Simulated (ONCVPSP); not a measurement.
Scattering properties, ONCV potential for Ho

ONCVPSP 4.0.1 input, shortened (lines: element, Z, core and valence counts, functional; n l f; lmax; l rc ep ncon nbas qcut; lloc lpopt rc5 dvloc0; l nproj debl; icmod fcfact rcfact), PBE, scalar-relativistic:

```
  Ho 67.00    9    5        4      upf
    1    0    2.00
    2    0    2.00
    2    1    6.00
    3    0    2.00
    3    1    6.00
    3    2   10.00
    4    0    2.00
    4    1    6.00
    4    2   10.00
    4    3   11.00
    5    0    2.00
    5    1    6.00
    6    0    1.75
    6    1    0.25
    3
    0    1.95    0.00    4    7    5.00
    1    2.40    0.00    4    9    7.20
    2    2.05    0.23    4    8    5.30
    3    0.90    0.00    4    8   16.60
    4    5    0.55    0.00
    0    2    2.90
    1    2    3.00
    2    2    3.40
    3    1    1.70
    3    3.25    1.00
```

In the d channel the program set the typed energies aside and used 0.050, 3.450 Ha.

The phase is arctan(r·R′/R) of the radial function R(r), unwrapped; energies in Ha, scanned from -3 to 5 Ha. A pole is an energy at which the radial function vanishes at the test radius. The pseudo phase is shifted by a multiple of π to meet the all-electron one at the reference energy, and phase errors are pseudo minus all-electron; the curves can meet again beyond the range given. Levels narrower than the energy grid can be missing from the lists of poles. Where the grid stepped over a known ghost or core level, its pole and its step of π were put in at the level’s energy.

For each channel, where are the poles, and over which energies does the pseudopotential scatter like the atom?

```tsv
channel	radius (bohr)	reference energy (Ha)	poles, all-electron	poles, pseudo	unbroken range about the reference energy with phases within 0.05 rad	phase error 1 Ha above the reference energy (rad)
s	1.98	-0.15	-1.48	-1.48, 0.86	below 0.7	-1.555
p	2.43	-0.05	-0.74, 3.39	-0.74, 3.32	below 4.6	-0.002
d	2.08	0.05	1.34	-1.09, 1.34	above -1.1	+0.000
f	0.91	-0.13	2.40	2.52	the whole range	+0.003
```

Note: ghosts flagged at negative energy: s at -999.4 eV, p at -526.6 eV, d at -29.7 eV; GHOST(+) flagged for s at 23.5 eV. A true bound ghost makes a file unfit for plane-wave use.

Phases in the f channel:

| E (Ha) | all-electron | pseudo |
| --- | --- | --- |
| -2.98 | 0.601 | 0.615 |
| -2.54 | 0.411 | 0.427 |
| -2.10 | 0.154 | 0.169 |
| -1.66 | -0.168 | -0.156 |
| -1.22 | -0.505 | -0.499 |
| -0.78 | -0.794 | -0.792 |
| -0.34 | -1.013 | -1.013 |
| 0.10 | -1.173 | -1.173 |
| 0.54 | -1.290 | -1.289 |
| 0.98 | -1.380 | -1.377 |
| 1.42 | -1.452 | -1.446 |
| 1.86 | -1.510 | -1.502 |
| 2.30 | -1.560 | -1.550 |
| 2.74 | -1.604 | -1.591 |
| 3.18 | -1.644 | -1.627 |
| 3.62 | -1.682 | -1.660 |
| 4.06 | -1.718 | -1.692 |
| 4.50 | -1.754 | -1.722 |
| 4.94 | -1.792 | -1.751 |
